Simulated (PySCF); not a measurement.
Numbering as in the mapped SMILES `[O:1]=[CH:2][O:3][C:4]1=[CH:5][CH:6]=[CH:7][CH2:8]1` (H(Xn): hydrogen on atom n).

Calculated, not measured (PySCF): GFN2-xTB structure, NMR shieldings at PBE0/pcSseg-1/GIAO. Single conformer, no solvent, non-relativistic Hamiltonian, averaged over atoms made equivalent by symmetry, fast rotation or ring inversion.

Task: Predict the 2D correlation tables (HSQC, COSY, HMBC).

Result: 

HSQC (one-bond C–H):
| δH | δC |
| --- | --- |
| 8.19 (H(C2)) | 161.4 (C2) |
| 6.72 (H(C6)) | 136.4 (C6) |
| 6.37 (H(C7)) | 133.9 (C7) |
| 6.30 (H(C5)) | 120.2 (C5) |
| 3.98 (H(C8)) | 46.3 (C8) |

COSY cross peaks (H two or three bonds apart, from the bond graph; peaks can be absent where the dihedral angle is near 90°):
| δH | δH |
| --- | --- |
| 6.72 (H(C6)) | 6.37 (H(C7)) |
| 6.72 (H(C6)) | 6.30 (H(C5)) |
| 6.37 (H(C7)) | 3.98 (H(C8)) |

HMBC (two and three bonds, from the bond graph):
| δH | δC |
| --- | --- |
| 8.19 (H(C2)) | 165.8 (C4) |
| 6.72 (H(C6)) | 165.8 (C4), 133.9 (C7), 120.2 (C5), 46.3 (C8) |
| 6.37 (H(C7)) | 165.8 (C4), 136.4 (C6), 120.2 (C5), 46.3 (C8) |
| 6.30 (H(C5)) | 165.8 (C4), 136.4 (C6), 133.9 (C7), 46.3 (C8) |
| 3.98 (H(C8)) | 165.8 (C4), 136.4 (C6), 133.9 (C7), 120.2 (C5) |

Scale: 1H (σref 31.72), 13C (σref 186.93) against TMS (reference shieldings calculated alike).

Shifts are as computed. Against solution values, carbons near 30 ppm lie about +3 ppm off and those near 130 ppm about +5 ppm. Of 1211 compounds with measured shifts, 218 miss one by over three times the rms of a fit or turn the order of signals round; such compounds aren't used in these exercises.
